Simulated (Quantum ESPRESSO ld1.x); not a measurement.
All-electron atom: the lutetium ion Lu4+ in [Kr] 4d10 4f13 5p6 5d2 (not the ground configuration). Method: Dirac Kohn-Sham, LDA (Slater exchange, Perdew-Zunger correlation), spin-unpolarised, spherical densities, point nucleus; open shells are shared between the two j in proportion to 2j + 1; computed with ld1.x of Quantum ESPRESSO 7.5.

Unscreened Slater integrals over Kohn-Sham orbitals (cm^-1). Large and small components are both included.

integral,value
"F0(5d5/2,5d5/2)",112880
"F2(5d5/2,5d5/2)",60017
"F4(5d5/2,5d5/2)",40141
"F0(5d5/2,5d3/2)",113990
"F2(5d5/2,5d3/2)",60551
"G2(5d5/2,5d3/2)",60505
"G4(5d5/2,5d3/2)",40462
"F0(5d5/2,4f7/2)",142900
"F2(5d5/2,4f7/2)",36547
"F4(5d5/2,4f7/2)",17878
"G1(5d5/2,4f7/2)",15457
"G3(5d5/2,4f7/2)",13285
"G5(5d5/2,4f7/2)",10311
"F0(5d5/2,4f5/2)",143140
"F2(5d5/2,4f5/2)",36069
"F4(5d5/2,4f5/2)",17536
"G1(5d5/2,4f5/2)",14879
"G3(5d5/2,4f5/2)",12895
"G5(5d5/2,4f5/2)",10031
"F0(5d5/2,5p3/2)",126790
"F2(5d5/2,5p3/2)",63856
"G1(5d5/2,5p3/2)",76876
"G3(5d5/2,5p3/2)",47813
"F0(5d3/2,5d3/2)",115140
"F2(5d3/2,5d3/2)",61154
"F0(5d3/2,4f7/2)",145490
"F2(5d3/2,4f7/2)",37989
"G3(5d3/2,4f7/2)",14069
"G5(5d3/2,4f7/2)",10885
"F0(5d3/2,4f5/2)",145730
"F2(5d3/2,4f5/2)",37499
"G1(5d3/2,4f5/2)",15967
"G3(5d3/2,4f5/2)",13684
"F0(5d3/2,5p3/2)",128500
"F2(5d3/2,5p3/2)",65325
"G1(5d3/2,5p3/2)",79666
"G3(5d3/2,5p3/2)",49522
"F0(4f7/2,4f7/2)",300820
"F2(4f7/2,4f7/2)",143710
"F4(4f7/2,4f7/2)",90292
"F6(4f7/2,4f7/2)",64991
"F0(4f7/2,4f5/2)",302960
"F2(4f7/2,4f5/2)",144770
"F4(4f7/2,4f5/2)",90970
"G2(4f7/2,4f5/2)",144300
"G4(4f7/2,4f5/2)",90687
"G6(4f7/2,4f5/2)",65283
"F0(4f7/2,5p3/2)",181230
"F2(4f7/2,5p3/2)",59733
"G2(4f7/2,5p3/2)",27806
"G4(4f7/2,5p3/2)",22211
"F0(4f5/2,4f5/2)",305140
"F2(4f5/2,4f5/2)",145880
"F4(4f5/2,4f5/2)",91680
"F0(4f5/2,5p3/2)",181680
"F2(4f5/2,5p3/2)",59159
"G2(4f5/2,5p3/2)",27026
"G4(4f5/2,5p3/2)",21683
"F0(5p3/2,5p3/2)",149440
"F2(5p3/2,5p3/2)",80916
